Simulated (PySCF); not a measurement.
C4H6ClF, SMILES C=CC[C@H](F)Cl.

The structure is a stationary point at B3LYP-D3(BJ)/def2-SVP. The structure was generated by enumeration; whether it is a known compound was not checked. One conformer was computed; it need not be the lowest.

Two levels are set side by side: PBE/def2-TZVP (PySCF) and ωB97X/def2-TZVP (PySCF). Same geometry, gas phase. Differences are taken from unrounded values.

```json
[
 {"quantity": "orbital gap (eV)", "ωB97X": "12.10"},
 {"quantity": "highest occupied level (eV)", "ωB97X": "-10.29"},
 {"quantity": "lowest empty level (eV)", "ωB97X": "1.81"},
 {"quantity": "dipole moment (D)", "ωB97X": "2.12"},
 {"quantity": "mean polarisability (bohr³)", "ωB97X": "61.8"}
]
```

What does PBE give, and how far is it from ωB97X? (Estimate from the structure and the level; the computed values follow.)


| quantity | PBE | PBE minus ωB97X |
|---|---|---|
| orbital gap (eV) | 5.33 | -6.77 |
| highest occupied level (eV) | -6.75 | 3.54 |
| lowest empty level (eV) | -1.42 | -3.23 |
| dipole moment (D) | 1.97 | -0.15 |
| mean polarisability (bohr³) | 64.4 | 2.7 |

Without exact exchange PBE keeps part of each electron's self-repulsion, which lifts occupied levels and narrows the gap. PBE's more diffuse valence density responds more strongly to a field. Differences between two approximate levels are no errors against the true value.

Rough cost on one machine, each run with all the roots and properties that it gave: ωB97X against PBE within a factor of 2.
